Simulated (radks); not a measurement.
The gold ion Au+, [Xe] 4f14 5d10. Method: non-relativistic Kohn-Sham, exchange-only PBE, spin-polarised, spherical densities, point nucleus; computed with a radial shooting solver on a logarithmic mesh with Libxc functionals. Every spin shell is full or empty, so the densities are truly spherical. Functionals are evaluated on that one density, not self-consistently. Rank these exchange functionals by their error against the exact value of the orbitals, and give that value: LDA, PBE, PBEsol, revPBE, RPBE, OPTX, AM05, revTPSS, SCAN, r2SCAN, Tao-Mo, MVS.

Answer. Exact: -337.888 hartree. From best to worst, with 100 (|E| - |E exact|)/|E exact| (equal figures are ties): SCAN +0.08, MVS +0.10, r2SCAN -0.15, RPBE -0.19, revPBE -0.23, PBE -0.31, Tao-Mo -0.81, revTPSS -0.87, PBEsol -1.77, OPTX +1.91, AM05 -3.59, LDA -3.79.
